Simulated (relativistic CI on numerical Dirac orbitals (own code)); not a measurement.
# Pr⁴³⁺: computed level list

Computed by Dirac-Coulomb-Breit CI, orbitals from a KLI potential per configuration, model QED (radiative potential, 1s self-energy scaled to tabulated hydrogen-like ionisation energies), unscaled Slater integrals (own radial code, finite nucleus).

Configurations in the expansion (outside the closed core [Ne]): 3s2.3p4, 3s.3p5, 3s2.3p3.3d, 3p6, 3s.3p4.3d, 3p5.3d, 3s.3p3.3d2, 3s2.3p2.3d.4p, 3p5.4s, 3s.3p3.3d.4s, 3p5.4p, 3s2.3p3.4s, 3s2.3p3.4p, 3p4.3d.4p, 3s2.3p3.4d, 3s.3p4.4s, 3s2.3p3.4f, 3s.3p4.4p, 3s.3p4.4d, 3s.3p4.4f, 3s2.3p3.5s, 3s2.3p3.5p, 3s2.3p2.4s.4p, 3s2.3p3.5d, 3s2.3p3.5f, 3s2.3p3.5g, 3s.3p3.4s2, 3s.3p4.5s, 3s2.3p2.3d2, 3s2.3p.3d3, 3s.3p2.3d3, 3s2.3p.3d2.4s, 3s2.3p.3d2.4p, 3s2.3p.3d2.4d, 3p4.3d2, 3p3.3d3, 3p3.3d2.4s, 3p3.3d2.4p, 3p3.3d2.4d, 3s2.3p2.3d.4s, 3s.3p2.3d2.4s, 3s2.3p.3d.4s2, 3s2.3p.3d.4s.4p, 3s2.3p.3d.4s.4d, 3p4.3d.4s, 3p3.3d.4s2, 3p3.3d.4s.4p, 3p3.3d.4s.4d, 3s2.3p2.4s2, 3s.3p2.3d.4s2, 3s2.3p.4s2.4p, 3s2.3p.4s2.4d, 3s2.3p2.4p2, 3s2.3p.3d.4p2, 3s.3p2.3d.4p2, 3s2.3p.4s.4p2, 3s2.3p.4p3, 3s2.3p.4p2.4d, 3s.3p3.4s.4p, 3s.3p2.3d.4s.4p, 3s.3p2.4s2.4p, 3s.3p2.4s.4p2, 3s.3p2.4s.4p.4d. Double excitations out of closed p, d and f shells are left out; levels of such configurations are missing from the list, as are those of other unlisted configurations, and high levels can miss mixing partners. These lack a partner that the ground configuration has and come out too high: 3s2.3p3.4f, 3s.3p4.4p, 3s.3p4.4d, 3s.3p4.4f, 3s2.3p3.5s.

The lowest level is 3s2.3p4 3P_2, with 70 % of that term; Hund's rules for 3s2.3p4 give 3P with J = 2, in agreement.

| No. | Configuration | Term | J | E (eV) | % | Landé g | Lifetime (s) |
| --- | --- | --- | --- | --- | --- | --- | --- |
| 1 | 3s2.3p4 | 3P | 2 | 0.000 | 70 | 1.347 |  |
| 2 | 3s2.3p4 | 1S | 0 | 14.726 | 60 |  | 1.10e-01 |
| 3 | 3s2.3p4 | 3P | 1 | 116.237 | 98 | 1.494 | 5.96e-08 |
| 4 | 3s2.3p4 | 1D | 2 | 123.948 | 70 | 1.138 | 1.19e-07 |
| 5 | 3p3(2D°).3d | 3F° | 2 | 174.947 | 30 | 1.052 | 3.14e-10 |
| 6 | 3p3(4S°).3d | 5D° | 1 | 179.919 | 29 | 1.162 | 1.80e-10 |
| 7 | 3p3(2P°).3d | 3P° | 0 | 181.056 | 55 |  | 6.09e-08 |
| 8 | 3p3(2P°).3d | 3F° | 3 | 181.190 | 28 | 1.137 | 2.21e-07 |
| 9 | 3p3(2P°).3d | 3F° | 4 | 205.577 | 46 | 1.274 | 9.97e-06 |
| 10 | 3p3(2P°).3d | 3P° | 2 | 205.684 | 30 | 1.289 | 6.38e-11 |
| 11 | 3p3(2P°).3d | 3D° | 3 | 224.500 | 32 | 1.162 | 5.65e-12 |
| 12 | 3p3(4S°).3d | 3D° | 1 | 231.423 | 36 | 1.056 | 9.02e-12 |
| 13 | 3s2.3p4 | 3P | 0 | 245.892 | 60 |  | 2.39e-08 |
| 14 | 3s.3p5 | 3P° | 2 | 249.462 | 73 | 1.447 | 4.89e-12 |
| 15 | 3s.3p5 | 1P° | 1 | 264.582 | 32 | 1.158 | 4.02e-12 |
| 16 | 3p3(2D°).3d | 3F° | 2 | 284.680 | 45 | 1.021 | 1.74e-10 |
| 17 | 3p3(4S°).3d | 5D° | 0 | 285.156 | 47 |  | 3.26e-10 |
| 18 | 3p3(2D°).3d | 3D° | 1 | 285.897 | 51 | 0.945 | 1.68e-11 |
| 19 | 3p3(2D°).3d | 3F° | 3 | 290.548 | 36 | 1.098 | 1.07e-10 |
| 20 | 3p3(2D°).3d | 3G° | 4 | 298.138 | 51 | 1.059 | 4.23e-07 |
| 21 | 3p3(2P°).3d | 3F° | 2 | 307.012 | 58 | 0.853 | 1.37e-11 |
| 22 | 3p3(2D°).3d | 3D° | 3 | 311.239 | 58 | 1.345 | 2.45e-11 |
| 23 | 3p3(4S°).3d | 5D° | 4 | 313.016 | 49 | 1.283 | 7.85e-08 |
| 24 | 3p3(2D°).3d | 3D° | 1 | 320.038 | 40 | 0.947 | 1.04e-11 |
| 25 | 3p3(4S°).3d | 3D° | 3 | 320.698 | 49 | 1.158 | 1.21e-12 |
| 26 | 3p3(2D°).3d | 3P° | 0 | 321.538 | 45 |  | 3.02e-10 |
| 27 | 3p3(2D°).3d | 3F° | 4 | 322.251 | 70 | 1.177 | 3.97e-07 |
| 28 | 3p3(2D°).3d | 3P° | 2 | 323.233 | 36 | 1.275 | 9.40e-13 |
| 29 | 3p3(2D°).3d | 3G° | 5 | 325.085 | 99 | 1.193 | 3.81e-07 |
| 30 | 3p3(2D°).3d | 3S° | 1 | 326.305 | 43 | 1.612 | 9.28e-13 |
| 31 | 3p3(2P°).3d | 3D° | 1 | 336.661 | 34 | 0.961 | 8.55e-13 |
| 32 | 3p3(2P°).3d | 3D° | 2 | 338.497 | 50 | 1.259 | 1.10e-10 |
| 33 | 3p3(2P°).3d | 3F° | 3 | 344.058 | 36 | 1.125 | 3.85e-10 |
| 34 | 3p3(4S°).3d | 3D° | 2 | 346.696 | 43 | 1.074 | 4.18e-12 |
| 35 | 3p3(2D°).3d | 1P° | 1 | 351.064 | 32 | 1.134 | 2.41e-12 |
| 36 | 3p3(2D°).3d | 1F° | 3 | 352.625 | 47 | 1.059 | 3.83e-12 |
| 37 | 3p2(1S).3d2(3F) | 3F | 2 | 356.765 | 37 | 0.731 | 1.04e-10 |
| 38 | 3p3(2D°).3d | 1D° | 2 | 358.988 | 41 | 1.210 | 1.93e-12 |
| 39 | 3s.3p5 | 3P° | 0 | 370.499 | 63 |  | 3.37e-12 |
| 40 | 3p2(1S).3d2(3P) | 3P | 0 | 373.073 | 53 |  | 9.31e-11 |
| 41 | 3p2(1S).3d2(3F) | 3F | 3 | 386.664 | 25 | 1.126 | 2.44e-11 |
| 42 | 3s.3p5 | 1P° | 1 | 390.343 | 36 | 1.313 | 1.45e-12 |
| 43 | 3p2(1S).3d2(3P) | 3P | 2 | 393.350 | 17 | 1.317 | 2.86e-11 |
| 44 | 3p2(3P).3d2(3P) | 5D | 1 | 394.498 | 25 | 1.674 | 3.43e-11 |
| 45 | 3p2(3P).3d2(1G) | 3F | 4 | 397.727 | 22 | 1.180 | 2.04e-11 |

Energies count from the lowest computed level; ° marks odd parity; lifetimes are radiative, by E1, M1, E2, M2, E3 decay to levels of this space only. Percentages are summed over parent terms; the parents shown are those of the largest component, closed shells are left out there.

The mean weight of the leading LS term, summed over parents, in these 45 levels is 46 %, and that of the leading jj configuration (from the same eigenvectors) 87 %, so jj coupling describes them better and the LS labels are nominal.

At this charge energies of transitions that change n are usually good to better than 1 %, and those within a shell (Δn = 0) to a few per cent.

LS names give the leading component of a level, which can be under half, so a name can repeat, a term be missing and a line seem to break the LS rules.
